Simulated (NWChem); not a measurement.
System: C$_{2}$H$_{4}$FNOSi; SMILES C1[Si@](F)(C=N1)O

Excerpt of the output:

```
             Northwest Computational Chemistry Package (NWChem) 7.3.0
             --------------------------------------------------------

 C1  symmetry detected

                             Geometry "geometry" -> ""
                             -------------------------

 Output coordinates in angstroms (scale by  1.889725989 to convert to a.u.)

  No.       Tag          Charge          X              Y              Z
 ---- ---------------- ---------- -------------- -------------- --------------
    1 O                    8.0000     1.22586560    -1.52268171     0.01164720
    2 Si                  14.0000     0.01200930    -0.40875700     0.01291206
    3 F                    9.0000    -1.32536547    -1.31606535     0.04490626
    4 C                    6.0000     0.01965022     1.11658333     1.10167905
    5 N                    7.0000    -0.00818633     1.93472896     0.10998510
    6 C                    6.0000    -0.02854136     1.10299696    -1.12034086
    7 H                    1.0000     2.13714967    -1.21716721     0.00347501
    8 H                    1.0000     0.03633376     1.48114511     2.13772879
    9 H                    1.0000    -0.94151972     1.29108343    -1.70798483
   10 H                    1.0000     0.83192175     1.33299407    -1.76924654

 Effective nuclear repulsion energy (a.u.)     300.9388425383

  pbe96 is a nonlocal functional; adding pw91lda local functional.

                                 NWChem DFT Module
                                 -----------------

 Summary of "ao basis" -> "ao basis" (spherical)
 ------------------------------------------------------------------------------
       Tag                 Description            Shells   Functions and Types
 ---------------- ------------------------------  ------  ---------------------
 O                           6-31g*                  6       14   3s2p1d
 Si                          6-31g*                  8       18   4s3p1d
 F                           6-31g*                  6       14   3s2p1d
 C                           6-31g*                  6       14   3s2p1d
 N                           6-31g*                  6       14   3s2p1d
 H                           6-31g*                  2        2   2s

            General Information
            -------------------
          SCF calculation type: DFT
          Wavefunction type:  closed shell.
          No. of atoms     :    10
          No. of electrons :    54
           Alpha electrons :    27
            Beta electrons :    27
          Charge           :     0
          Spin multiplicity:     1
          Use of symmetry is: off; symmetry adaption is: off
          Maximum number of iterations: 150
          AO basis - number of functions:    96
                     number of shells:    46
          Convergence on energy requested:  1.00D-06
          Convergence on density requested:  1.00D-05
          Convergence on gradient requested:  5.00D-04

              XC Information
              --------------
          PerdewBurkeErnzerhof Exchange Functional  1.000
            Perdew 1991 LDA Correlation Functional  1.000 local
           PerdewBurkeErnz. Correlation Functional  1.000 non-local

             Grid Information
             ----------------
          Grid used for XC integration:  coarse
          Radial quadrature: Mura-Knowles
          Angular quadrature: Lebedev.
          Tag              B.-S. Rad. Rad. Pts. Rad. Cut. Ang. Pts.
          ---              ---------- --------- --------- ---------
          O                   0.60       35          10.0       302
          Si                  1.10       70           8.0       302
          F                   0.50       35          10.0       302
          C                   0.70       35           9.0       302
          N                   0.65       35          10.0       302
          H                   0.35       35          10.0       302
          Grid pruning is: on
          Number of quadrature shells:   385
          Spatial weights used:  Erf1

      Superposition of Atomic Density Guess
      -------------------------------------

 Sum of atomic energies:        -594.55116847

      Non-variational initial energy
      ------------------------------

 Total energy =    -597.127300
 1-e energy   =   -1418.319890
 2-e energy   =     520.253747
 HOMO         =      -0.286892
 LUMO         =      -0.038283

     ---------------------------------------------
      Total Density - Mulliken Population Analysis
     ---------------------------------------------

[...]

                         DFT ENERGY GRADIENTS

    atom               coordinates                        gradient
                 x          y          z           x          y          z
   1 O       2.316550  -2.877451   0.022010    0.004428   0.012313   0.000106
   2 Si      0.022694  -0.772439   0.024400    0.004720   0.001679  -0.001431
   3 F      -2.504578  -2.487003   0.084861    0.003131   0.002154  -0.000053
   4 C       0.037134   2.110037   2.081872   -0.000881   0.009353  -0.017093
   5 N      -0.015470   3.656108   0.207842    0.000457  -0.019860   0.007223
   6 C      -0.053935   2.084362  -2.117137   -0.000046   0.001697   0.011134
   7 H       4.038627  -2.300113   0.006567   -0.011891  -0.005194   0.000061
   8 H       0.068661   2.798958   4.039722    0.000076  -0.000690  -0.000915
   9 H      -1.779214   2.439794  -3.227623    0.001173  -0.000750   0.000456
  10 H       1.572104   2.518994  -3.343391   -0.001167  -0.000704   0.000513
```

Level: PBE/6-31G* (spherical d). Coordinates come from a PBE0/def2-SVP optimisation.

Q: Write an input that gives this output.

A: Several could match; the one computed here: the input that was run:
```
start job
memory heap 200 mb stack 900 mb global 1100 mb
geometry units angstroms noautoz
  O      1.224928    -1.512042     0.012543
  Si     0.008145    -0.401330     0.006629
  F     -1.327068    -1.312334     0.015646
  C     -0.001804     1.116267     1.106145
  N     -0.019579     1.941348     0.119981
  C     -0.022465     1.118310    -1.116342
  H      2.135415    -1.204097     0.017819
  H      0.001076     1.473516     2.144869
  H     -0.928608     1.308172    -1.713911
  H      0.845336     1.355150    -1.752897
end
basis spherical
  * library 6-31g*
end
dft
  xc xpbe96 cpbe96
  grid coarse
  iterations 150
  mulliken
end
task dft gradient
```
